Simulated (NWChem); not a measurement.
# Correlation energy of iminoborane (H₂BN)

```xyz
4

B      0.0000     0.0000    -0.7011
N      0.0000     0.0000     0.5488
H      0.0000     0.0000    -1.8910
H      0.0000     0.0000     1.5544
```
Charge 0, spin multiplicity 1.

Everything below was run with NWChem. All single points use one geometry, from PBE/def2-SVP, a minimum by its harmonic frequencies.

Basis set: def2-TZVP. Each correlation energy counts from its own Hartree-Fock reference.

The correlated methods keep 2 core orbitals frozen. Coupled-cluster values serve here as a point of comparison, not as the truth.

Problem. For the correlation energy, MP2 gives -300.3 mHa and SCS-MP2 gives -299.6 mHa. What do CR-CCSD[T], CR-CCSD(T), CCSD give?

Solution. CR-CCSD[T]: -324.4 mHa; CR-CCSD(T): -323.8 mHa; CCSD: -312.0 mHa.
